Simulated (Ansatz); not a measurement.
Program: Ansatz. Geometries: PBE0-D4/def2-TZVP. ΔE: electronic, gas phase. CCSD(T)/CBS adds triple-zeta CCSD(T) − MP2 to the extrapolated MP2 energy (def2 sets, frozen cores). This one scheme is used for every species. Functionals use def2-TZVPP. Elements past krypton have def2 core potentials. For Hf outer-core shells are correlated without core-valence functions, which leaves a few kJ/mol of doubt a bond. Each species was taken in one conformer, which may not be the lowest.

`CC(C)[NH][Hf]([OH])([OH])[OH]` + `N=C=O` → `O=C=[N][Hf]([OH])([OH])[OH]` + `CC(C)N`  (ligand exchange at the Hf–N bond)

| level | ΔE (kcal/mol) |
| --- | --- |
| LDA (SPW92) | -16.8 |
| BLYP-D4 | -18.4 |
| r2SCANh-D4 | -19.8 |
| CAM-B3LYP-D4 | -20.6 |
| ωB97X-V | -20.1 |
| B2PLYP | -21.1 |
| LC-ωPBE | -21.4 |
| CCSD/def2-TZVPP | -20.5 |

(1) What does CCSD(T)/CBS give? (Estimate.)

Largest T1 diagnostic among the species: 0.018.

Answers

(1) Computed: -19.4 kcal/mol. The listed levels differ from it by 2.6, 1.0, -0.4, -1.2, -0.7, -1.7, -2.0, -1.1 kcal/mol.

Leaving LDA and LC-ωPBE aside and taking each functional with its dispersion term where it has one, the values, not all of them listed here, spread over 3.9 kcal/mol, from BHLYP-D4 to PBE-D4. LDA lies +2.5 kcal/mol from PBE without D4. From r2SCAN to r2SCAN0 (25 % exact exchange), in def2-TZVPP and without D4, ΔE moves by −1.3 kcal/mol. The D4 term adds +2.2 kcal/mol with B3LYP and +1.3 kcal/mol with PBE0; it sums over pairs of atoms, weighted by their polarisabilities, and B3LYP, whose exchange is more repulsive, gets the larger term.

B3LYP here is the variant with VWN-RPA as its local correlation; programs differ in this.

CCSD(T)/CBS has its own doubt, a few kJ/mol and more with outer-core shells, so smaller differences from it don't rank the levels.
